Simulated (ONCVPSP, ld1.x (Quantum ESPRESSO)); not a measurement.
# Pseudopotentials across the periodic table

Generated with ld1.x 7.5 (TM, RRKJ, ultrasoft, PAW), atompaw 4.2 or ONCVPSP 4.0.1. The cutoff is in Ry: for ld1.x and atompaw files where the sum of valence levels is converged to 10 mRy in a Bessel basis, for ONCV files where the hardest occupied wave has 1 mHa per electron of residual kinetic energy. The error is the largest all-electron minus pseudo excitation energy over each file’s own four to seven test configurations (ionisations up to +4, promotions, holes and added fractions of an electron), all of which were solved. The labels leave out finer settings (local radius, basis sizes, second energies), which also bear on the numbers. Spin-polarised tests are not counted. The rows are a selection from randomly drawn settings: files with unsolved tests, undetermined cutoffs or missed reference levels are left out.

A true bound ghost makes a file unfit for plane-wave use even where its test errors are small: the radial tests pick states by their node count and pass the ghost by.

```csv
element,potential,cutoff (Ry),largest error (meV),bound ghosts
Li,"ONCV, PBEsol, scalar-relativistic, rc 1.05/4.00 (sp), local smoothed, core correction no, reference 1s2 2s0.75 2p0.25, qcut 12.6/1.7, projectors 2/2",101,+588,p
O,"ONCV, PBE, non-relativistic, rc 0.65/1.50 (sp), local s, core correction yes, reference 2s1 2p5, qcut 9.8/9.1, projectors 0/1",85,+3238,none
Ne,"PAW, PBE, non-relativistic, rc 0.52/1.10 (sp), local smoothed, core correction yes, reference 2s2 2p6",140,-225,none
Mg,"ONCV, LDA (Perdew-Wang 92), scalar-relativistic, rc 1.05/1.20/1.10 (spd), local smoothed, core correction no, reference 2s2 2p6 3s1, qcut 15/11.9/9.4, projectors 2/3/2",119,+247,none
Zn,"ONCV, PBE, scalar-relativistic, rc 1.00/1.15/0.90 (spd), local smoothed, core correction yes, reference 3s2 3p6 3d10, qcut 9.9/10.4/18, projectors 1/2/2",257,+414,none
```

(1) Fill in the row for Ag: ONCV, LDA (Perdew-Zunger), scalar-relativistic, rc 1.65/1.70/1.55 (spd), local smoothed, core correction yes, reference 4s2 4p6 4d10 5s1, qcut 6/9.7/10, projectors 3/1/2.

(2) Fill in the row for Cs: ONCV, PBE, scalar-relativistic, rc 2.05/4.00/3.55 (spd), local smoothed, core correction no, reference 5s2 5p6 6p1, qcut 3.7/2.8/2.8, projectors 2/2/2.

(3) Fill in the row for Pb: ONCV, Wu-Cohen, scalar-relativistic, rc 1.55/1.85/1.75 (spd), local smoothed, core correction no, reference 5s2 5p6 5d10 6s2 6p0.5, qcut 8/8.7/8.1, projectors 2/2/1.

Answers

(1) cutoff 66 Ry, largest error -3.0 meV, bound ghosts: none.

(2) cutoff 16 Ry, largest error -3.4 meV, bound ghosts: none.

(3) cutoff 52 Ry, largest error +5.6 meV, bound ghosts: none.
